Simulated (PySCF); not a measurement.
Computed IR spectrum (relative IR intensity) of a molecule C2H9FSi2. The structure is a stationary point at PBE-D3(BJ)/def2-SVP. Other conformers were not sampled. Computed with PBE-D3(BJ)/def2-SVP run with PySCF. Frequencies are harmonic and unscaled.

Lines under 2 % of the strongest are left out, and lines within 2 cm⁻¹ are merged.

```tsv
ν (cm⁻¹)	relative intensity
396	7.9
412	2.2
487	2.1
592	2.6
649	2.7
707	9.4
744	60
750	25
814	11
867	100
893	11
917	35
955	3.8
962	2.8
1027	8.0
1426	3.3
2132	30
2143	6.1
2147	59
2159	62
2965	13
2973	2.8
3048	6.7
3057	6.9
```

Pick the molecule that these values belong to.
A) C[Si](C)(F)[SiH3]
B) CC[SiH2][SiH2]F
C) FC[SiH2]C[SiH3]
D) C[C@H]([SiH3])[SiH2]F

B, CC[SiH2][SiH2]F
